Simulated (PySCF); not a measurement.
B3LYP on P⁻ (phosphorus, charge -1), [Ne] 3s2 3p4, high-spin 3P determinant. All numbers are calculated (PySCF 2.14, scalar relativity by spin-free X2C-1e, in dyall-av3z).

```
cycle= 1 E= -342.152179283811  delta_E= -0.0115  |g|= 0.0236  |ddm|= 0.13
cycle= 2 E= -342.15228582066  delta_E= -0.000107  |g|= 0.0265  |ddm|= 0.0663
cycle= 3 E= -342.152865028458  delta_E= -0.000579  |g|= 0.00412  |ddm|= 0.041
cycle= 4 E= -342.152908503415  delta_E= -4.35e-05  |g|= 0.00148  |ddm|= 0.0151
cycle= 5 E= -342.152916066258  delta_E= -7.56e-06  |g|= 0.000384  |ddm|= 0.00791
cycle= 6 E= -342.152916401076  delta_E= -3.35e-07  |g|= 2.62e-05  |ddm|= 0.0017
cycle= 7 E= -342.15291640295  delta_E= -1.87e-09  |g|= 2.13e-06  |ddm|= 0.000128
cycle= 8 E= -342.152916402963  delta_E= -1.28e-11  |g|= 4.08e-07  |ddm|= 1.15e-05
converged SCF energy = -342.152916402963  <S^2> = 2.0105662  2S+1 = 3.0070359
```

Highest occupied orbital energy: 1.094 eV; ⟨L²⟩ = 2.04; populations by l: s 6.00, p 10.00, d 0.00, f 0.00.

Can this result be used?

With care. Self-consistency was reached. At B3LYP the highest occupied level has a positive energy, so only the finite basis holds that electron; in a semilocal or global hybrid functional this comes from self-interaction and does not mean that the real anion is unbound.
